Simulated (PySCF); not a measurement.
C3H6BFN2, SMILES FB1C=NCN1C.

The structure is a stationary point at B3LYP-D3(BJ)/def2-SVP. This is a generated structure with no PubChem entry under its InChIKey; it may be hypothetical. The values are those of a single conformer.

All values below come from PBE/def2-TZVP in PySCF.

The molecule is in vacuum.

Computed frontier levels, gap, dipole moment and polarisability:
```yaml
highest_occupied_level: -5.94 eV
lowest_empty_level: -2.07 eV
orbital_gap: 3.87 eV
dipole_moment: 2.37 D
quadrupole, principal values (traceless, Buckingham form, about the centre of nuclear charge): -9.03, 1.97, 7.06 D·Å
mean_static_polarisability: 63.3 bohr³ (9.38 Å³)
polarisability_principal_values: 45.2, 66.0, 78.7 bohr³
```
